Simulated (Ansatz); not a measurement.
Compare A (`N=C([SiH3])Cl`) with its isomer B (`[SiH3]/N=C/Cl`).

Isolated molecules relaxed with PBE0-D4/def2-TZVP in Ansatz; ΔE leaves out vibrations. CCSD(T)/CBS is the MP2 limit (def2-TZVPP, def2-QZVPP) plus CCSD(T) − MP2 in def2-TZVPP, frozen cores. DFT in def2-TZVPP. B3LYP here is the variant with VWN-RPA as its local correlation; programs differ in this. One conformer a species, not always the lowest.

Which is lower in electronic energy at CCSD(T)/CBS, and by how much? (Estimate.)

Computed: B, by 38.1 kJ/mol.

Give E(B) − E(A) in kJ/mol with B2PLYP, PBE-D4, CCSD(T)/def2-SVP, HF/def2-TZVPP, B3LYP-D4, BLYP-D4, CCSD/def2-TZVPP. (Estimate.)

Ansatz gave: B2PLYP -43.0, PBE-D4 -33.4, CCSD(T)/def2-SVP -32.0, HF/def2-TZVPP -53.7, B3LYP-D4 -40.8, BLYP-D4 -36.7, CCSD/def2-TZVPP -41.1. None reverses the order clearly.

Does the order hold for the free energy at 298.15 K (harmonic terms from PBE0-D4)? (Best estimate.)

Computed: Yes: G(B) − G(A) = -37.7 kJ/mol, for one conformer each.

Largest T1 diagnostic: 0.013.

From PBE to PBE0 (25 % exact exchange), in def2-TZVPP and without D4, E(B) − E(A) moves by −4.8 kJ/mol. At CCSD(T), def2-SVP lies +6.0 kJ/mol from the extrapolated value and def2-TZVPP −0.4 kJ/mol.
